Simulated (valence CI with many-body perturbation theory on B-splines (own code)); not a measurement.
**E1 line list for Te⁺**

Method: configuration interaction combined with many-body perturbation theory (CI+MBPT): five valence electrons over a frozen Dirac-Fock core [Kr] 4d10, radial functions for each j: 9 s, 9 p, 8 d, 6 f, 3 g, 1 h, with the one-electron correlation potential Σ1, the two-electron term Σ2, the three-electron term Σ3, Breit, model QED; selected CI, second order for the rest, scaled by the run's own slope (own B-spline code, finite nucleus).

Against 14 measured levels this calculation errs by 107 cm⁻¹ on average and by 342 at most. These come from a selection out of the NIST Handbook of Basic Atomic Spectroscopic Data. Levels without a partner in it may be off by more. Among the levels kept, up to 1100 cm⁻¹ of a level comes from second order outside the variational space, and about a tenth of that is noise between levels of different J, which matters for small intervals.

Lines 101 to 150 of 233 in falling wavelength, among levels below 107409 cm⁻¹, chosen from the strongest by gf and those to the six lowest levels. Wavelengths and rates use the calculated energies, so an error of 100 cm⁻¹ moves a line at 3968 Å by 0.4 % and its rate by three times that or more. Electric multipoles are in the length gauge, E1 and E2 with the static RPA response of the core. Weak lines are less certain than strong ones. Lines between different terms over intervals too small for the method are left out, as are lines whose strength nearly cancels. The highest levels of a list are the least certain.

Names give the largest LS component (configuration and term), which can be under half, so a name can repeat, a term be missing and a line seem to break the LS rules; names also repeat where a configuration has a term twice. Letters in brackets count levels of one name in rising energy.

```tsv
λ vac (Å)	λ from measured levels	Upper	Lower	A (s⁻¹)	S (a.u.) with core polarisation	S without
4705		5s²5p²6p ²P°_3/2	5s²5p²6s ²P_1/2	1.10e+07	2.26e+00	2.31e+00
4470		5s²5p²6p ²P°_1/2	5s²5p²6s ²P_1/2	1.38e+07	1.22e+00	1.26e+00
4400		5s²5p²6p ²D°_5/2 [b]	5s²5p²6s ⁴P_3/2	2.35e+06	5.92e-01	6.01e-01
4223		5s²5p²6p ²D°_5/2 [b]	5s²5p²5d ²P_3/2	5.34e+06	1.19e+00	1.19e+00
4007		5s²5p²6p ⁴D°_3/2 [b]	5s5p⁴ ⁴P_3/2	3.92e+06	4.98e-01	4.95e-01
3968	4008	5s²5p²6p ⁴D°_3/2 [a]	5s5p⁴ ⁴P_5/2	7.97e+06	9.83e-01	9.70e-01
3763		5s²5p²6p ²D°_3/2	5s5p⁴ ⁴P_3/2	4.54e+06	4.78e-01	4.73e-01
3589		5s²5p²6p ⁴P°_3/2	5s5p⁴ ⁴P_1/2	9.59e+06	8.75e-01	8.59e-01
3490		5s²5p²6p ⁴D°_3/2 [b]	5s5p⁴ ⁴P_5/2	4.86e+06	4.08e-01	4.02e-01
3429	3458	5s²5p²6p ⁴D°_5/2	5s5p⁴ ⁴P_5/2	2.38e+06	2.84e-01	2.80e-01
3413		5s²5p²6p ⁴P°_3/2	5s5p⁴ ⁴P_3/2	1.09e+07	8.59e-01	8.47e-01
3303		5s²5p²6p ²D°_3/2	5s5p⁴ ⁴P_5/2	1.31e+07	9.35e-01	9.21e-01
3186		5s²5p²6p ²D°_5/2 [a]	5s5p⁴ ⁴P_5/2	1.93e+06	1.85e-01	1.81e-01
3110	3133	5s²5p²6p ⁴D°_7/2	5s5p⁴ ⁴P_5/2	1.87e+06	2.21e-01	2.19e-01
3030		5s²5p²6p ⁴P°_3/2	5s5p⁴ ⁴P_5/2	4.48e+06	2.46e-01	2.44e-01
2935	2957	5s²5p²6p ²P°_3/2	5s5p⁴ ⁴P_5/2	2.16e+06	1.08e-01	1.06e-01
2887		5s²5p²6p ²D°_5/2 [b]	5s5p⁴ ⁴P_5/2	3.16e+06	2.25e-01	2.20e-01
2134	2120	5s5p⁴ ⁴P_5/2	5s²5p³ ²P°_3/2	1.48e+05	4.25e-03	5.91e-03
1978	1966	5s5p⁴ ⁴P_3/2	5s²5p³ ²P°_3/2	2.13e+05	3.26e-03	6.64e-03
1924		5s5p⁴ ⁴P_1/2	5s²5p³ ²P°_3/2	7.36e+05	5.17e-03	6.65e-03
1851	1840	5s5p⁴ ⁴P_3/2	5s²5p³ ²P°_1/2	5.55e+04	6.94e-04	5.13e-04
1835		5s²5p²6s ⁴P_1/2	5s²5p³ ²P°_3/2	1.74e+06	1.06e-02	1.09e-02
1803		5s5p⁴ ⁴P_1/2	5s²5p³ ²P°_1/2	1.01e+06	5.81e-03	8.82e-03
1730		5s²5p²5d ²P_3/2	5s²5p³ ²P°_3/2	3.42e+05	3.50e-03	2.76e-03
1725		5s²5p²6s ⁴P_1/2	5s²5p³ ²P°_1/2	7.20e+05	3.64e-03	2.74e-03
1711	1702	5s5p⁴ ⁴P_5/2	5s²5p³ ²D°_5/2	9.86e+05	1.46e-02	2.56e-02
1702		5s²5p²6s ⁴P_3/2	5s²5p³ ²P°_3/2	2.23e+06	2.17e-02	2.02e-02
1676		5s²5p²6s ²P_1/2	5s²5p³ ²P°_3/2	1.75e+05	8.11e-04	6.91e-04
1649	1640	5s5p⁴ ⁴P_5/2	5s²5p³ ²D°_3/2	9.38e+05	1.25e-02	2.12e-02
1642		5s²5p²5d ⁴F_5/2	5s²5p³ ²P°_3/2	1.04e+05	1.37e-03	1.43e-04
1638		5s²5p²5d ⁴F_3/2	5s²5p³ ²P°_3/2	2.09e+06	1.81e-02	1.69e-02
1632		5s²5p²5d ²P_3/2	5s²5p³ ²P°_1/2	1.71e+06	1.46e-02	1.08e-02
1609	1601	5s5p⁴ ⁴P_3/2	5s²5p³ ²D°_5/2	1.66e+06	1.36e-02	1.91e-02
1607		5s²5p²6s ⁴P_3/2	5s²5p³ ²P°_1/2	2.98e+05	2.44e-03	2.80e-03
1596		5s5p⁴ ²D_3/2	5s²5p³ ²P°_3/2	1.54e+07	1.24e-01	1.29e-01
1584		5s²5p²6s ²P_1/2	5s²5p³ ²P°_1/2	7.43e+07	2.91e-01	2.75e-01
1583		5s5p⁴ ²D_5/2	5s²5p³ ²P°_3/2	1.27e+06	1.50e-02	3.72e-02
1554	1546	5s5p⁴ ⁴P_3/2	5s²5p³ ²D°_3/2	8.80e+05	6.52e-03	7.76e-03
1549		5s²5p²5d ⁴F_3/2	5s²5p³ ²P°_1/2	1.16e+05	8.50e-04	2.93e-04
1547		5s²5p²5d ⁴D_1/2 [a]	5s²5p³ ²P°_3/2	7.82e+06	2.86e-02	2.41e-02
1543		5s²5p²5d ²F_5/2	5s²5p³ ²P°_3/2	3.01e+05	3.27e-03	3.81e-03
1541		5s²5p²6s ²P_3/2	5s²5p³ ²P°_3/2	6.13e+07	4.43e-01	4.02e-01
1520		5s5p⁴ ⁴P_1/2	5s²5p³ ²D°_3/2	2.08e+06	7.20e-03	8.50e-03
1512		5s5p⁴ ²D_3/2	5s²5p³ ²P°_1/2	2.64e+07	1.80e-01	1.92e-01
1470		5s²5p²5d ⁴D_3/2	5s²5p³ ²P°_3/2	4.94e+06	3.10e-02	2.54e-02
1468		5s²5p²5d ⁴D_1/2 [a]	5s²5p³ ²P°_1/2	7.58e+07	2.37e-01	2.18e-01
1464		5s²5p²6s ⁴P_1/2	5s²5p³ ²D°_3/2	1.31e+08	4.07e-01	3.80e-01
1463		5s²5p²6s ²P_3/2	5s²5p³ ²P°_1/2	7.85e+07	4.85e-01	4.29e-01
1459		5s²5p²5d ⁴D_1/2 [b]	5s²5p³ ²P°_3/2	8.65e+06	2.65e-02	2.16e-02
1456		5s²5p²5d ⁴D_5/2	5s²5p³ ²P°_3/2	1.75e+06	1.60e-02	1.13e-02
```
